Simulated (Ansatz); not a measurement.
```yaml
crystal:
  periodic: [false, false, false]
  atoms:
    - {symbol: Mg, position_ang: [-0.193770, 0.012686, -0.104731]}
    - {symbol: Br, position_ang: [1.849643, -0.356890, 0.972980]}
    - {symbol: H, position_ang: [-1.666773, 0.279404, -0.881449]}
basis:
  gaussian: {orbitals: aug-pcseg-2}
hamiltonian: {xc: {name: HF}}
correlation: {active_space: {window: {electrons: 6, orbitals: 2}}}
output: {forces: true}
```

```sh
$ ansatz run in.yaml --threads 2 --pin off --events-out ev --progress --plain --max-ram 20480MiB --backend cpu
```

Problem. How does Ansatz answer? (Estimate.)

Solution. Ansatz gave: The run stopped with an error.
```
Functional definition: HF
738 factors; integrals over basis functions are off by at most 1.4e-3 eV
mean field evaluation 1: about -75447.9382 eV, gradient 1.3e1 eV
mean field evaluation 2: about -75447.9634 eV, gradient 1.3e1 eV
mean field evaluation 4: about -75448.8116 eV, gradient 1.3e0 eV
mean field evaluation 8: about -75448.8239 eV, gradient 3.7e-5 eV
mean field -75448.82386832 eV, -2772.6931361113 hartree, gradient 1.1e-6 eV, S^2 0.000000; 0 other end points of the search recorded, 0 dependent functions left out
reference -75448.82386832 eV, -2772.6931361113 hartree; 24, 24 occupied and 86, 86 virtual orbitals, 738 factors
Error: 6 electrons in 2 orbitals form no window around the highest filled level of the reference
```
